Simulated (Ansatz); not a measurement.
The same hydrogen abstraction along the group O, S, Se.

Gas-phase electronic energies from Ansatz, PBE0-D4/def2-TZVP geometries. CCSD(T)/CBS is the MP2 limit (def2-TZVPP, def2-QZVPP) plus CCSD(T) − MP2 in def2-TZVPP, frozen cores. This one scheme is used for every species, atoms too. DFT in def2-TZVPP. Open shells (•) are unrestricted, without spin–orbit coupling. Spin–orbit coupling would lower the free atoms: a little for F. Bonds to Ge, Se are less sure, by a few kJ/mol each and by 10 to 20 or more in all where they break to atoms, as the def2 sets lack core-valence functions. Scalar relativity is left out up to krypton.

```
                                 reaction  RPA@PBE/def2-TZVPP (kJ/mol)  LDA (SPW92) (kJ/mol)  B97M-V (kJ/mol)  B2PLYP (kJ/mol)  CCSD(T)/CBS(def2) (kJ/mol)
  `[OH][GeH3]` + F• → `[OH][GeH2]`• + H–F                         -173                  -287             -202             -215                        -216
  `[SH][GeH3]` + F• → `[SH][GeH2]`• + H–F                         -181                  -296             -210             -223                        -225
`[GeH3][SeH]` + F• → `[GeH2][SeH]`• + H–F                         -183                  -298             -214             -226                        -228
```

Largest T1 diagnostic: 0.015, for `[OH][GeH2]`•.
